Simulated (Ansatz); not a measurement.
Gas-phase electronic energies from Ansatz, PBE0-D4/def2-TZVP geometries. CCSD(T)/CBS is the MP2 limit (def2-TZVPP, def2-QZVPP) plus CCSD(T) − MP2 in def2-TZVPP, frozen cores. This one scheme is used for every species, atoms too. DFT in def2-TZVPP. B3LYP here is the variant with VWN-RPA as its local correlation; programs differ in this. Open shells (•) are unrestricted, without spin–orbit coupling. Spin–orbit coupling would lower the free atoms: a little for C, S, Si. Each species was taken in one conformer, which may not be the lowest.

Consider the atomization: `C=C(S)[SiH2][SiH3]` → 2 C• + 8 H• + S• + 2 Si•.

| level | ΔE (kJ/mol) | difference from CCSD(T)/CBS |
| --- | --- | --- |
| PBE-D4 | 4417.1 | 42.4 |
| r2SCAN-D4 | 4387.0 | 12.3 |
| PBE0-D4 | 4371.4 | -3.3 |
| B3LYP-D4 | 4375.3 | 0.6 |
| ωB97X-V | 4400.3 | 25.6 |
| ωB97M-V | 4383.8 | 9.1 |
| B2PLYP | 4310.7 | -64.0 |
| PBE | 4382.2 | 7.5 |
| r2SCAN | 4378.2 | 3.5 |
| PBE0 | 4341.3 | -33.4 |
| B3LYP | 4318.7 | -56.0 |
| HF/def2-TZVPP | 3240.8 | -1133.9 |
| MP2/def2-TZVPP | 4276.4 | -98.3 |
| SCS-MP2/def2-TZVPP | 4288.8 | -85.9 |
| CCSD/def2-TZVPP | 4199.0 | -175.7 |
| CCSD(T)/def2-TZVPP | 4260.8 | -113.9 |
| HF/def2-QZVPP | 3246.4 | -1128.3 |
| MP2/def2-QZVPP | 4343.6 | -31.1 |
| SCS-MP2/def2-QZVPP | 4364.5 | -10.2 |
| HF/CBS(def2) | 3247.3 | -1127.4 |
| MP2/CBS(def2) | 4390.2 | 15.5 |
| CCSD/CBS(def2) | 4312.9 | -61.8 |
| CCSD(T)/CBS | 4374.7 | 0 |

Largest T1 diagnostic among the species: 0.013.

In def2-TZVPP, CCSD(T) changes the Hartree–Fock value by +1020.0 kJ/mol (the triples alone add +61.8 kJ/mol) and MP2 by +1035.6 kJ/mol; breaking electron pairs costs correlation energy, which Hartree–Fock lacks. From PBE to PBE0 (25 % exact exchange), in def2-TZVPP and without D4, ΔE moves by −40.8 kJ/mol: exact exchange takes away binding that semilocal exchange gives to molecules. The D4 term adds +56.6 kJ/mol with B3LYP and +30.0 kJ/mol with PBE0; it sums over pairs of atoms, weighted by their polarisabilities, and B3LYP, whose exchange is more repulsive, gets the larger term.

For atomizations the MP2-based limit and the directly extrapolated one differ by several kJ/mol either way, and by 10 to 25 for some Ge, Se and Sn compounds, so smaller differences from it don't rank the levels.
